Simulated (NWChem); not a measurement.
SiHF₃; SMILES F[SiH](F)F

Results from NWChem. All runs use the structure optimised with PBE0/def2-SVP. Level SCAN/def2-SVP: energy and gradient on several grids; changes count from the extra-fine grid, which is no exact limit either.

```csv
grid,size of the energy change (μHa),largest change of a gradient component (μHa/bohr)
xcoarse,2000,2000
coarse,10000,1000
medium,9000,700
fine,300,500
xfine,< 10,< 30
```
